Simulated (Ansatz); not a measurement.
`OC(O)[SiH3]` + H₂S → `OC([SiH3])S` + H₂O  (substitution at a C–O bond)

Calculated with Ansatz (gas phase, PBE0-D4/def2-TZVP geometries, no zero-point term in ΔE). CBS: MP2 limit from def2 TZ/QZ plus the TZ coupled-cluster correction, frozen cores. This one scheme is used for every species. DFT in def2-TZVPP. One conformer a species, not always the lowest.

```csv
level,ΔE (kcal/mol)
revPBE-D4,-2.2
r2SCAN,-0.4
```

(1) What does CCSD(T)/CBS give? (Estimate.)

Largest T1 diagnostic among the species: 0.012.

## Answers

(1) The calculation gave: -2.7 kcal/mol. The listed levels differ from it by 0.5, 2.3 kcal/mol.

In def2-TZVPP, CCSD(T) changes the Hartree–Fock value by −3.8 kcal/mol (the triples alone add −0.6 kcal/mol) and MP2 by −5.9 kcal/mol. At CCSD(T), def2-SVP lies +7.6 kcal/mol from the extrapolated value and def2-TZVPP +1.9 kcal/mol.
